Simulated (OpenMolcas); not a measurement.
An OpenMolcas run meant for Xe⁶⁺ (ANO-RCC-VDZP, DKH3; inactive shells 1s 2s 2p 3s 3p 3d 4s 4p 4d; intended active space 2 electrons in 4 orbitals (5s 5p)). One step of its input:

```
&CASPT2
Multistate=3 1 2 3
Frozen=9 9
IPEA=-0.1
Imaginary=0.1
MaxIter=60
WThr=0.0 0.3 0.05
PrWF=0.5
NoMix
```

The run finished. Its levels beside those of a sound run (SS-CASPT2, IPEA 0.25 Eh, imaginary shift 0.1 Eh (closed shells correlated: 4d)), in eV above each run's lowest level:

```csv
Level,This run,Usual run
5s2 1S0,0.0000,0.0000
5s 5p 3P* 0,11.8759,11.8869
5s 5p 3P* 1,12.3956,12.4104
5s 5p 3P* 2,13.9911,14.0022
5s 5p 1P* 1,17.5476,17.6618
```

**Question.** Which setting is unsound, and how much does it matter here?

**Answer.** The IPEA shift is negative. Against the sound run the excited levels shown move by 300 cm-1 on average and by 920 cm-1 at most.

Over all roots computed the reference weight is 0.89 to 0.96 in this run; the roots of lowest weight are the least certain, and an intruder state may touch them. Some high roots are left out of the spin-orbit mixing, which shifts the levels that they would mix with. The basis is small and was not contracted for so high a charge. Only configurations of the active space appear.

* marks odd parity.
